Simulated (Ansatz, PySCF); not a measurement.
Species: CH4FSi, charge 0, doublet. CH4FSi (SMILES [SiH2](F)[CH2], doublet).
B3LYP-D3(BJ)/def2-TZVP minimum from Ansatz (a quantum-chemistry and plane-wave program):
```
Si
F 1 1.6092
H 1 1.4783 2 108.30
H 1 1.4811 3 110.10 2 115.78
C 1 1.8328 3 110.60 4 124.06
H 5 1.0842 1 122.58 3 -19.76
H 5 1.0846 6 114.76 1 178.42
```
Charge 0, spin multiplicity 2.

Atomisation energy term by term, kcal/mol (programs: Ansatz). UHF or UKS for unpaired electrons; spin-orbit terms are left out. Cores are frozen in correlated methods. Rows without X2C or -DK are non-relativistic. CBS(X,Y): correlation extrapolated as X^-3, Hartree-Fock from the larger set. A bracket is a step between two methods taken in the basis named. '+ core + X2C': CCSD(T) terms for core correlation (cc-pwCVTZ, 1s frozen past Ne) and scalar relativity (cc-pVTZ-DK). Where a partner has so few electrons that a lower coupled-cluster level is exact, that level stands in.

```
term                                                                   basis  kcal/mol
-----------------------  ---------------------------------------------------  --------
Hartree-Fock                                                     cc-pV(Q+d)Z    450.15
CCSD correlation                                CBS(cc-pV(T+d)Z,cc-pV(Q+d)Z)    124.59
(T)                                             CBS(cc-pV(T+d)Z,cc-pV(Q+d)Z)      6.06
CCSDT(Q) - CCSD(T)                                               cc-pV(D+d)Z      0.40
core correlation                                                   cc-pwCVTZ      0.87
scalar relativity                                            X2C, cc-pVTZ-DK     -1.12
minus zero-point energy  harmonic, PySCF's Hessian at B3LYP-D3(BJ)/def2-TZVP    -26.74
sum: D0                                                                          554.2
```
